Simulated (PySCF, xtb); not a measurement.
BFHO, charge +1. Atoms are numbered in the order given.

```xyz
4

O      0.0000     0.0000     1.1884
B      0.0000     0.0000    -0.0338
F      0.0000     0.0000    -1.2772
H      0.0000     0.0000     2.1565
```
Charge +1, spin multiplicity 1.

Geometry optimised at B3LYP-D3(BJ)/def2-TZVP. A frequency run showed that this geometry is not a minimum. The isomer is the one that the SMILES or the coordinates give; other isomers of the formula were not compared.

Level of theory: IEF-PCM-PBE0/def2-SVP in PySCF.

The values are the electrostatic part of the solvation free energy, E(continuum) − E(gas) at the gas-phase geometry, in a cavity of scaled van der Waals radii (PySCF's table); cavitation and dispersion terms are not included. In vacuum the orbital gap is 12.93 eV.

```
solvent            ε  ΔG(elec) (kcal/mol)  gap (eV)
-------------  -----  -------------------  --------
water          78.36                -69.3     12.75
toluene         2.37                -40.4     12.84
chlorobenzene   5.70                -57.8     12.79
```

For comparison, GFN2-xTB/ALPB(water) (xtb, at the GFN2-xTB geometry, all terms of that model) gives -77.0 kcal/mol.
